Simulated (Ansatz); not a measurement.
`[OH][Hf]([Cl])([Cl])[Cl]` + `CC(F)I` → `[OH][Hf]([Cl])([Cl])[I]` + `CC(F)Cl` at 400 K and 1 bar (formal exchange of groups at the Hf–Cl bond).

Gas-phase electronic energies from Ansatz, PBE0-D4/def2-TZVP geometries. CCSD(T)/CBS adds triple-zeta CCSD(T) − MP2 to the extrapolated MP2 energy (def2 sets, frozen cores). Elements past krypton have def2 core potentials. For Hf, I outer-core shells are correlated without core-valence functions, which leaves a few kJ/mol of doubt a bond. One conformer a species, not always the lowest.

```
                   species  CCSD(T)/CBS energy (Eh)  H − E (kJ/mol)  S (J/(mol·K))
`[OH][Hf]([Cl])([Cl])[Cl]`              -1503.31799            77.8          423.2
                  `CC(F)I`               -475.73937           175.6          336.4
 `[OH][Hf]([Cl])([Cl])[I]`              -1340.96956            77.4          452.3
                 `CC(F)Cl`               -638.08166           177.3          315.2
```

H − E and S are ideal-gas, rigid-rotor, harmonic terms from PBE0-D4/def2-TZVP, for one conformer and one mirror image of each species. 1 Eh = 2625.50 kJ/mol, R = 8.31446 J/(mol·K).

Task: By hand: ΔE, ΔH, ΔS and ΔG.

Result: ΔE = (-1340.96956) + (-638.08166) − (-1503.31799) − (-475.73937) = 0.00614 Eh = 16.1 kJ/mol. Δ(H − E) = 77.4 + 177.3 − 77.8 − 175.6 = 1.3, so ΔH = 17.4 kJ/mol. ΔS = 452.3 + 315.2 − 423.2 − 336.4 = 7.9 J/(mol·K). ΔG = 17.4 − 400 × (7.9)/1000 = 14.2 kJ/mol.

Task: By hand: the equilibrium constant, and the temperature at which ΔG would vanish if ΔH and ΔS stayed fixed.

Result: log₁₀ K = −ΔG/(RT ln 10) = -1.9. ΔG = 0 at ΔH/ΔS = 2203 K, though so small a ΔS makes that figure unsure.

The number of gas molecules stays the same, so ΔS is small and ΔH decides. A doubt of 5 kJ/mol in ΔE shifts log₁₀ K by 0.7 here. Other conformers and mirror images would add mixing entropy, several J/(mol·K) or more a flexible species. These are equilibria of isolated gas molecules and say nothing of rates. Largest T1 diagnostic: 0.014 (customary marks: 0.02 for closed shells, 0.045 for open ones).
